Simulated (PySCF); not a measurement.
## Magnetisability: `InChI=1S/C5H6BrN/c1-5(4-6)2-3-7/h4H,2H2,1H3/b5-4-`

Molfile (atoms numbered from 1):
```
C5H6BrN
     RDKit          3D

 13 12  0  0  0  0  0  0  0  0999 V2000
   -1.2126   -0.8950    0.0474 C   0  0  0  0  0  0  0  0  0  0  0  0
   -0.2992    0.2915    0.0240 C   0  0  0  0  0  0  0  0  0  0  0  0
   -0.6462    1.4287    0.6090 C   0  0  0  0  0  0  0  0  0  0  0  0
    0.4177    3.0003    0.6454 Br  0  0  0  0  0  0  0  0  0  0  0  0
    1.0112    0.0865   -0.6912 C   0  0  0  0  0  0  0  0  0  0  0  0
    1.7992   -0.9115   -0.0078 C   0  0  0  0  0  0  0  0  0  0  0  0
    2.4051   -1.7054    0.5468 N   0  0  0  0  0  0  0  0  0  0  0  0
   -1.5307   -1.1421   -0.9655 H   0  0  0  0  0  0  0  0  0  0  0  0
   -0.6861   -1.7592    0.4514 H   0  0  0  0  0  0  0  0  0  0  0  0
   -2.0946   -0.7035    0.6520 H   0  0  0  0  0  0  0  0  0  0  0  0
   -1.5882    1.5593    1.1164 H   0  0  0  0  0  0  0  0  0  0  0  0
    1.5892    1.0133   -0.7323 H   0  0  0  0  0  0  0  0  0  0  0  0
    0.8307   -0.2624   -1.7133 H   0  0  0  0  0  0  0  0  0  0  0  0
  1  2  1  0
  2  3  2  0
  3  4  1  0
  2  5  1  0
  5  6  1  0
  6  7  3  0
  1  8  1  0
  1  9  1  0
  1 10  1  0
  3 11  1  0
  5 12  1  0
  5 13  1  0
M  END
```

Computed, not measured: GIAO CAM-B3LYP/pcSseg-1 magnetisability, rotational g tensor and spin-rotation constants, non-relativistic, gas phase (PySCF). Geometry: GFN2-xTB.

The calculation is non-relativistic, which matters for the atoms heavier than Zn.

(1) How diamagnetic is it, and how anisotropic?

(2) Split it along the inertial axes a, b, c into diamagnetic and paramagnetic parts about the centre of mass, with the quadrupole moment.

(3) And the rotational g tensor?

## Answers

(1) Isotropic -1361 × 10⁻³⁰ J/T², or -82.0 × 10⁻⁶ cm³/mol; principal values -1510, -1348, -1225 × 10⁻³⁰ J/T², anisotropy 248 × 10⁻³⁰ J/T² (root of half the summed squared differences of the principal values). The susceptibility is in cgs units.

(2) 
| axis | χ (10⁻⁶ cm³/mol) | diamagnetic (10⁻⁶ cm³/mol) | paramagnetic (10⁻⁶ cm³/mol) | summed x² of all electrons (Å²) | quadrupole Θ (D Å) |
| --- | --- | --- | --- | --- | --- |
| a | -82.5 | -495.3 | 412.8 | 283.9 | -11.74 |
| b | -79.6 | -1312.7 | 1233.1 | 91.2 | +6.06 |
| c | -83.8 | -1591.6 | 1507.8 | 25.5 | +5.67 |

Anisotropies 2χaa − χbb − χcc = -1.6 and 2χbb − χaa − χcc = +7.1 × 10⁻⁶ cm³/mol. Θ is traceless in Buckingham's convention.

(3) 
```csv
axis,rotational constant (GHz),g,nuclear part,electronic part
a,3.1289,-0.0193,0.5876,-0.6069
b,0.8907,-0.0111,0.5049,-0.5160
c,0.7373,-0.0076,0.5147,-0.5223
```
Asymmetric top; isotopes 79Br, 12C, 1H, 14N; no vibrational averaging.
